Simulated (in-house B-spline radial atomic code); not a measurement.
RPA and G0W0 on PBEsol: Lu III (Lu2+)

Configuration [Xe] 4f14 6s1, highest spin, mean-field start PBEsol. Computed with a B-spline radial code for spherical atoms: all electrons, scalar-relativistic (spin-free one-electron X2C), finite nucleus, each spin shell either full or empty, empty states to l = 9 with an (l + 1/2)⁻⁴ tail; G0W0 by contour deformation at full frequency.

Without the two-electron picture change, the correlation of inner shells comes somewhat too large for so heavy an element.

RPA overbinds a lone outer s electron by self-correlation, and G0W0 tends to as well.

Command:
```bash
python run_gw.py task.json out
```
Settings (radii: box in bohr, nucleus in fm):
```
Z                        71
electrons                69
configuration            [Xe] 4f14 6s1
hamiltonian              x2c
method                   pbesol
lmax                     9
rms_radius               5.37
spin_polarised           True
box_radius               17.55
intervals                68
ion_configuration        [Xe] 4f14
```

Cost of the run: 11 s on 1 thread of AMD EPYC 7R13 Processor, with other jobs on the host.

Energies (hartree):

| term | value |
| --- | --- |
| mean-field total | -14558.08970 |
| Hartree-Fock functional on these orbitals | -14557.69325 |
| direct second order | -7.9315 |
| second-order exchange | 1.9423 |
| SOSEX correction | 1.7473 |

Question: What is the RPA correlation energy, and what remains with SOSEX?

Answer: RPA gives -6.4677 hartree (-2.55 eV per electron); RPA + SOSEX gives -4.7204, and the second-order doubles -5.9892 hartree (no singles). RPA lacks exchange-type terms and so overcorrelates at short range.

Quasi-particle levels (eV):

| level | occupied | mean field | Σx - vxc | Σc | QP weight | G0W0 |
| --- | --- | --- | --- | --- | --- | --- |
| 6s up | yes | -18.031 | -2.06 | ? | ? | ? |
| 5d up | no | -17.083 | 6.23 | -1.93 | 0.874 | -12.781 |

G0W0 = mean field + (Σx - vxc) + Σc, with Σc (partial-wave tail included) taken at the quasi-particle energy. Only the outer levels were computed. Levels of low weight are left out.

Question: Where does G0W0 put 6s up?

Answer: At -21.608 eV, with Σc = -1.52 eV and a quasi-particle weight of 0.924. The tabulated removal energy is 20.959 ± 0.0012 eV (NIST, measured); the calculation leaves out spin-orbit coupling, Breit and QED terms, and what these don't explain is the method's own error.

Question: What does it cost to remove one electron (to [Xe] 4f14) by differences of total energies, each species on its own start (correlation terms add to the Hartree-Fock functional)?

Answer: PBEsol 21.184 eV, Hartree-Fock functional 19.816 eV, + RPA 21.609 eV, + RPA + SOSEX 20.821 eV, + second order 22.122 eV. Tabulated: 20.959 ± 0.0012 eV (NIST, measured); the calculation leaves out spin-orbit coupling, Breit and QED terms, and what these don't explain is the method's own error.
